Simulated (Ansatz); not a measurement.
Isolated molecules relaxed with PBE0-D4/def2-TZVP in Ansatz; ΔE leaves out vibrations. CCSD(T)/CBS adds triple-zeta CCSD(T) − MP2 to the extrapolated MP2 energy (def2 sets, frozen cores). This one scheme is used for every species. Functionals use def2-TZVPP. Each species was taken in one conformer, which may not be the lowest.

Reaction (redistribution): `[SiH3]N[SiH3]` + `NB1B[SiH2]1` → `[SiH3]B1B[SiH2]1` + `NN[SiH3]`

```csv
level,ΔE (kJ/mol)
LDA (SPW92),303.8
r2SCAN0-D4,324.4
LC-ωPBE,312.3
CCSD/def2-TZVPP,325.4
```

Question: What does CCSD(T)/CBS give? (An estimate is asked.)

Answer: Computed: +318.5 kJ/mol. The listed levels differ from it by -14.7, 5.9, -6.2, 6.9 kJ/mol.

Question: What do rigid-rotor, harmonic-oscillator terms from PBE0-D4/def2-TZVP frequencies (298.15 K, 1 bar) make of the CCSD(T)/CBS value? (Estimate.)

Answer: The calculation gave: ΔZPE = +1.2 kJ/mol, ΔH = +320.1 kJ/mol, ΔS = -9 J/(mol·K), ΔG = +322.8 kJ/mol. Modes under 50 cm⁻¹ make the entropy rough.

Largest T1 diagnostic among the species: 0.015.

In def2-TZVPP, CCSD(T) changes the Hartree–Fock value by −34.1 kJ/mol (the triples alone add −5.7 kJ/mol) and MP2 by −27.7 kJ/mol. From BLYP to BHLYP (50 % exact exchange), in def2-TZVPP and without D4, ΔE moves by +18.6 kJ/mol. Leaving LDA and LC-ωPBE aside and taking each functional with its dispersion term where it has one, the values, not all of them listed here, spread over 39.9 kJ/mol, from PBE-D4 to BHLYP-D4. LDA lies +4.3 kJ/mol from PBE without D4.
